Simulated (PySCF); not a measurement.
Computed XPS line lists of a few unrelated compounds.

Level of theory: PySCF, delta-SCF UKS SCAN, pcX-2 on the ionised atom, pcseg-1 elsewhere, spin-free X2C. Geometries: PBE0-D3(BJ)/def2-SVP; isolated species, one conformer each.

Line lists (1s up to Mg, 2p3/2 beyond, nothing for Ge; areas count atoms within a level, one atom standing for each set equivalent by bonding):
1. C 1s: 290.83 (area 1), 290.97 (area 1), 291.23 (area 1), 291.46 (area 1) eV; N 1s: 404.92 eV; P 2p3/2: 136.26 eV
2. C 1s: 292.13 (area 1), 293.80 (area 1) eV; N 1s: 406.20 eV; O 1s: 537.15 eV
3. C 1s: 289.85 (area 2), 289.94 (area 2), 290.02 (area 1), 290.47 (area 2) eV

Structures:
A. `p1cnccc1`
B. `CNC=O`
C. `C1=C[CH2][GeH]([CH]2CC2)[CH2]1`

Task: Which list belongs to which compound?

Result: 
- 1 = A: no other candidate has this set of levels. C 1s: 290.83 aromatic CH carbon, 290.97 aromatic CH carbon, 291.23 aromatic CH next to a ring nitrogen, 291.46 aromatic CH next to a ring nitrogen; N 1s: 404.92 pyridine-type nitrogen; P 2p3/2: 136.26 phosphorus bonded to 2 C.
- 2 = B: no other candidate has this set of levels. C 1s: 292.13 N-methyl carbon, 293.80 amide carbonyl carbon; N 1s: 406.20 amide nitrogen; O 1s: 537.15 amide oxygen.
- 3 = C: no other candidate has this set of levels. C 1s: 289.85 sp3 carbon bound to germanium (×2), 289.94 alkene CH carbon (×2), 290.02 sp3 carbon bound to germanium, 290.47 three-membered-ring carbon (×2).

For 2p shells one spin-free hole was relaxed; a mean-field spin–orbit operator and the ground-state splitting of the three 2p orbitals were then diagonalised within the shell. The shell's mean is (2 × 2p3/2 + 2p1/2)/3, and the degeneracies 2j + 1 give areas of 2:1.
